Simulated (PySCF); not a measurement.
## Energy of Nb⁺ (niobium, charge +1) between two integer charges

The 4d alpha orbital of [Kr] 4d4 is emptied in steps (occupation f), with all orbitals relaxed, ending at [Kr] 4d3. Computed with PySCF 2.14 in aug-cc-pVDZ-PP with ECP28MDF, with a scalar-relativistic core potential. The exact energy is a straight line in f; departures are measured from the line between the end points of the same method.

```csv
f,PBE0 (eV),r2SCAN (eV),LC-wPBE (eV)
1,0.000,0.000,0.000
0.8,-0.525,-0.615,-0.082
0.6,-0.796,-0.979,-0.127
0.4,-0.801,-1.011,-0.129
0.2,-0.537,-0.687,-0.087
0,0.000,0.000,0.000
```

Task: For r2SCAN, how does the orbital energy at f = 1 compare with the removal energy?

Result: −ε = 10.728 eV against a total-energy difference of 14.365 eV. By Janak's theorem ε = ∂E/∂f, so the gap between them reflects the curvature. Along the path −ε is 11.868 (f = 0.8), 13.328 (f = 0.6), 15.090 (f = 0.4), 16.890 (f = 0.2) eV.

| method | E(f=0) − E(f=1) (eV) | −ε at f=1 (eV) | −ε at f=0.4 (eV) |
| --- | --- | --- | --- |
| PBE0 | 14.338 | 11.140 | 14.981 |
| r2SCAN | 14.365 | 10.728 | 15.090 |
| LC-wPBE | 14.170 | 13.683 | 14.270 |

Reference removal energy between the ground levels: 14.32 eV (semi-empirical (NIST evaluation); NIST Atomic Spectra Database, ionization energies). The calculation has no spin-orbit coupling. The determinant left behind need not be the lowest term of the ion.
